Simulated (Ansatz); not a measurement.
`[OH][Sn][F]` + `[F][In]([F])[SH]` → `[F][Sn][SH]` + `[OH][In]([F])[F]`  (redistribution)

Isolated molecules relaxed with PBE0-D4/def2-TZVP in Ansatz; ΔE leaves out vibrations. CCSD(T)/CBS adds triple-zeta CCSD(T) − MP2 to the extrapolated MP2 energy (def2 sets, frozen cores). DFT in def2-TZVPP. def2 core potentials past Kr. For In, Sn outer-core shells are correlated without core-valence functions, which leaves a few kJ/mol of doubt a bond. One conformer a species, not always the lowest.

```
           species  PBE-D4 energy (Eh)
     `[OH][Sn][F]`          -389.95912
`[F][In]([F])[SH]`          -788.46147
     `[F][Sn][SH]`          -712.82177
`[OH][In]([F])[F]`          -465.58499
```

Task: Work out ΔE.

Result: ΔE = (-712.82177) + (-465.58499) − (-389.95912) − (-788.46147) = 0.01383 Eh = +8.7 kcal/mol. CCSD(T)/CBS gives +9.9 kcal/mol.

Largest T1 diagnostic among the species: 0.018.

From BLYP to BHLYP (50 % exact exchange), in def2-TZVPP and without D4, ΔE moves by +1.1 kcal/mol. Leaving LDA and LC-ωPBE aside and taking each functional with its dispersion term where it has one, the values, not all of them listed here, spread over 2.0 kcal/mol, from revPBE-D4 to CAM-B3LYP-D4. LDA lies +0.8 kcal/mol from PBE without D4.
